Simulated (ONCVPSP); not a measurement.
**Transferability test, ONCV potential for zirconium (Zr)**

Zr, optimised norm-conserving Vanderbilt (ONCV), made with ONCVPSP 4.0.1 (PBE, fully relativistic). Core [Ar] 3d10, reference 4s2 4p6 4d2 5s1 5p1. Waves: 4s+5s: rc 1.90 bohr, ncon 4, nbas 8, qcut 7.1 1/bohr, 2 projectors; 4p+5p: rc 2.55 bohr, ncon 3, nbas 7, qcut 5.6 1/bohr, 3 projectors, debl 3.6 Ha; 4d: rc 2.20 bohr, ncon 4, nbas 9, qcut 6 1/bohr, 1 projector. Local part: polynomial inside 1.20 bohr (lpopt 5, dvloc0 2 Ha). Core correction: Teter function fitted to the true core (icmod 2), fcfact 0.35.

Open shells are filled in proportion to 2j + 1.

Energies are relative to the spin-unpolarised reference configuration 4s2 4p6 4d2 5s1 5p1; without spin polarisation the order of configurations can differ from experiment.

| valence configuration | charge | ΔE all-electron (eV) | error AE − PS (meV) |
| --- | --- | --- | --- |
| 4s2 4p6 4d2 5s0 5p0 | +2 | 17.038 | -2.0 |
| 4s2 4p6 4d1 5s2 5p1 | 0 | -0.040 | -0.3 |

Q: What are ΔE and the potential's error for 4s2 4p6 4d2 5s2 5p0?

A: ΔE = -3.039 eV all-electron; the error (AE − PS) is -0.3 meV.

Q: What are ΔE and the potential's error for 4s2 4p6 4d2 5s1 5p0?

A: ΔE = 4.098 eV all-electron; the error (AE − PS) is -0.1 meV.
